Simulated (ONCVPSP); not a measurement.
# bismuth (Bi): variants of one ONCV potential

Base potential:

Bi (Z = 83), optimised norm-conserving Vanderbilt (ONCV), made with ONCVPSP 4.0.1 (BLYP, scalar-relativistic). Core [Kr] 4d10 4f14, reference 5s2 5p6 5d10 6s2 6p3. Waves: 5s+6s: rc 1.10 bohr, ncon 3, nbas 8, qcut 9.8 1/bohr, 3 projectors, debl 3.7 Ha; 5p+6p: rc 1.60 bohr, ncon 5, nbas 8, qcut 9.9 1/bohr, 2 projectors; 5d: rc 1.45 bohr, ncon 4, nbas 9, qcut 9.9 1/bohr, 3 projectors, debl 3.8 Ha. Local part: polynomial inside 1.00 bohr (lpopt 5, dvloc0 -1 Ha). Core correction: Teter function, fcfact 4.75, rcfact 1.45.

Cutoffs, loose and tight: the cutoffs (Ha) at which the residual kinetic energy of the hardest occupied pseudo-wave falls to 1 and 0.1 mHa per electron. They do not see the model core or the augmentation charge, which bear on the density cutoff. Test errors are all-electron minus pseudo excitation energies from the reference, over the configurations 5s2 5p6 5d10 6s2 6p2; 5s2 5p6 5d10 6s2 6p1; 5s2 5p6 5d10 6s2 6p0; 5s2 5p6 5d9 6s2 6p3. A dash means not determined; rows that change the core or the reference have their own tests.

1 further variants are left out, since the program set their typed debl aside.

| change | outcome | cutoff, loose | cutoff, tight | bound ghosts | GHOST(+) flags above zero | largest test error (meV) |
| --- | --- | --- | --- | --- | --- | --- |
| base | generated | 41 Ha | 47 Ha | none | s | -24 |
| local potential polynomial inside 1.00 bohr (lpopt 5, dvloc0 6.5 Ha) | generated | 41 Ha | 47 Ha | none | s | -24 |
| core correction Teter function, parameters optimised by the program | generated | 41 Ha | 47 Ha | none | s | -23 |
| d: nbas 7 | generated | 41 Ha | 47 Ha | none | s | -24 |
| core correction Teter function, fcfact 4.75, rcfact 0.98 | generated | 41 Ha | 47 Ha | none | s | -23 |
| local potential polynomial inside 1.10 bohr (lpopt 4, dvloc0 0 Ha) | generated | 41 Ha | 47 Ha | none | s | -24 |

What comes out with this change to the base: p: qcut 6.7?

outcome: generated; cutoff, loose: 41 Ha; cutoff, tight: 56 Ha; bound ghosts: none; GHOST(+) flags above zero: s; largest test error (meV): -25.
